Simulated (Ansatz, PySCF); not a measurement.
Al(Br)(Me)(OH) (CH4AlBrO), SMILES [CH3][Al]([OH])[Br]. Atoms are numbered in the order given.

```xyz
8

Al    -0.1062    -0.9480     0.0000
Br     0.0900     1.3176     0.0000
C      1.4550    -2.1031     0.0000
H      2.0858    -1.9161    -0.8859
H      1.1645    -3.1659     0.0000
H      2.0858    -1.9161     0.8859
O     -1.6680    -1.6306     0.0000
H     -2.4933    -1.1312     0.0000
```
Charge 0, spin multiplicity 1.

Geometry optimised at TPSSh-D3(BJ)/def2-SVP. The structure was generated by enumeration; whether it is a known compound was not checked. Other conformers were not sampled.

Vertical ionisation energy (IE) and electron affinity (EA) in eV. Rows of orbital energies are one-electron estimates. Where ΔSCF, EOM or ADC give a negative EA the extra electron is unbound and the value depends on the basis.

```csv
level,IE,EA
"−ε(HOMO), −ε(LUMO), CAM-B3LYP/def2-TZVP (PySCF)",?,?
"−ε(HOMO), −ε(LUMO), PBE/def2-TZVP (PySCF)",7.03,1.23
"ΔSCF, PBE0/def2-SVPD (Ansatz), final states of multiplicity 2 and 2",10.52,-0.39
"ΔSCF, PBE/def2-SVPD (Ansatz), final states of multiplicity 2 and 2",10.10,-0.25
```

Fill in the missing entries. (An estimate is asked for; the answer gives what the named calculation found.)


- −ε(HOMO), −ε(LUMO), CAM-B3LYP/def2-TZVP (PySCF), IE: 9.67
- −ε(HOMO), −ε(LUMO), CAM-B3LYP/def2-TZVP (PySCF), EA: -0.43

What vertical singlet–triplet gap does ΔSCF give with PBE0/def2-SVPD (Ansatz, a program for electronic structure) and with PBE/def2-SVPD (Ansatz)? (Estimate from the structure and the level; the computed values follow.)

6.25 and 5.69 eV (triplet above singlet where positive).
